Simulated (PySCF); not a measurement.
**Molecular orbitals of BeBr**

CAM-B3LYP at R = 1.975 Å; Be def2-TZVP, Br def2-TZVP; no relativity (PySCF 2.14). State: ²Σ⁺ (doublet), unpaired electrons σ ↑. Only the outer orbitals are listed, counted within each symmetry.

```tsv
spin	orbital	occ.	ε (eV)	on Be (%)	main shells (%)
α	8σ	1	-23.27	9	91 Br s
α	9σ	1	-12.19	25	72 Br p, 18 Be s
α	4π	1	-10.21	7	93 Br p
α	4π	1	-10.21	7	93 Br p
α	10σ	1	-7.52	95	62 Be s, 33 Be p
α	5π	0	-0.14	95	94 Be p
α	5π	0	-0.14	95	94 Be p
α	11σ	0	1.40	101	93 Be s
β	8σ	1	-23.20	9	91 Br s
β	9σ	1	-11.98	23	74 Br p, 14 Be s, 8 Be p
β	4π	1	-10.20	7	93 Br p
β	4π	1	-10.20	7	93 Br p
β	10σ	0	-1.75	97	76 Be s, 20 Be p
β	5π	0	0.44	96	97 Be p
β	5π	0	0.44	96	97 Be p
```

Q: Which are the highest filled and the lowest empty level, where do they sit, and how wide is the gap?

A: Highest filled α 10σ at -7.52 eV (in %: 62 Be s, 33 Be p); lowest empty β 10σ at -1.75 eV (in %: 76 Be s, 20 Be p); the gap at CAM-B3LYP is 5.77 eV.

* bond order (Mayer): 1.36
* ⟨S²⟩: 0.751
* charge on Be (Mulliken, basis-dependent): 0.12
* charge on Be (Löwdin, basis-dependent): -0.26
* dipole moment (positive dipole means Be(−)Br(+)): -0.89 D
* polarisability along the bond: 47.4 bohr³
* polarisability across the bond: 41.2 bohr³

Shares are Mulliken populations and can fall outside 0 to 100 %.

Spin–orbit coupling is left out. The state is the lowest determinant that a PBE0 search found; another state may lie lower at other levels.
